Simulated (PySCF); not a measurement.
Simulated characterisation data

Level of theory: GFN2-xTB structure, GIAO PBE0/pcSseg-1 shieldings, J: B3LYP/pcJ-1 (spin–dipole term left out of most H,H and C,H couplings), in PySCF 2.14 (one conformer, no solvent, equivalent nuclei averaged, non-relativistic).

References, each an isolated molecule treated in the same way: 1H (31.72 ppm), 13C (186.93 ppm) vs TMS. Multiplet labels drop J under 1 Hz and among equivalent protons, and merge close values. Unscaled 3J(H,H) run several per cent high. Where no couplings were computed, multiplicities follow the n + 1 count of equivalent neighbours, and m marks all less simple cases (inequivalent or close neighbours, rings, F or P nearby). One-bond C–F couplings are unscaled and too large by tens of Hz. Shifts are as computed. Against solution values, carbons near 30 ppm lie about +3 ppm off and those near 130 ppm about +5 ppm. Of 1309 compounds with measured shifts, 239 miss one by over three times the rms of a fit or turn the order of signals round; such compounds aren't used in these exercises. OH and NH positions are gas-phase values without hydrogen bonding to other molecules.

**1.** SMILES CN[SiH2]/C=C(/C#N)OC, C5H10N2OSi. 1H NMR (500 MHz, computed): δ 5.97 (t, 1H), 5.12 (d, 2H), 3.98 (s, 3H), 2.82 (s, 3H), -0.43 (br s, 1H). 13C{1H} NMR (computed): δ 148.7, 128.5, 118.4, 58.6, 32.6.

**2.** `InChI=1S/C5H4F2/c6-4-1-2-5(7)3-4/h1-4H/t4-/m1/s1`. 1H NMR (500 MHz, computed): δ 6.73 (m, 1H), 6.38 (dt, J = 7.2, 1.4 Hz, 1H), 5.87 (m, 1H), 5.83 (m, 1H). 13C{1H} NMR (computed): δ 174.7 (dd, J = 352.8, 11.9 Hz), 146.7 (dd, J = 12.5, 1.6 Hz), 136.6 (d, J = 30.9 Hz), 114.7 (dd, J = 14.0, 9.5 Hz), 96.6 (dd, J = 244.3, 9.2 Hz).
